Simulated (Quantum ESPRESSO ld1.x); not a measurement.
The numbers below are computed, except where a source is named.
Problem. The mean radii <r> (bohr) of the occupied orbitals of an atom or ion are listed with their occupations. Level of theory: scalar-relativistic Kohn-Sham, LDA (Slater exchange, VWN5 correlation), spin-polarised, spherical densities, point nucleus (ld1.x of Quantum ESPRESSO 7.5).

orbital  occ.      <r>
1s          2  0.01659
2s          2  0.06994
2p          6  0.06328
3s          2   0.1807
3p          6   0.1821
3d         10   0.1649
4s          2   0.3980
4p          6   0.4232
4d         10   0.4436
4f         14   0.4604
5s          2   0.8186

Name the element and its charge. Open shells, if any, are filled with parallel spins first.

Solution. Z = 80, mercury, charge +18: Hg18+ in [Kr] 4d10 4f14 5s2. The 1s radius gives Z: for a bare nucleus <r> = (2 gamma + 1)/(2Z) with gamma = sqrt(1 - (Z/c)^2), 0.0164 bohr for Z = 80, and screening makes it slightly larger (0.01659 here). The occupations add up to 62, and the charge is Z minus that.
